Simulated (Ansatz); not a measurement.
Harmonic frequencies (cm⁻¹) at PBE0-D4/def2-TZVP from Ansatz: 144, 262, 382, 440, 517, 546, 617, 697, 745, 876, 930, 951, 1224, 1381, 2232, 2259, 3088, 3171.

Problem. Which molecule is it?
A. `ClB1C[SiH2]1`
B. `Cl[SiH]1BC1`
C. `BSBS`
D. `IB1BC1`

Solution. A.
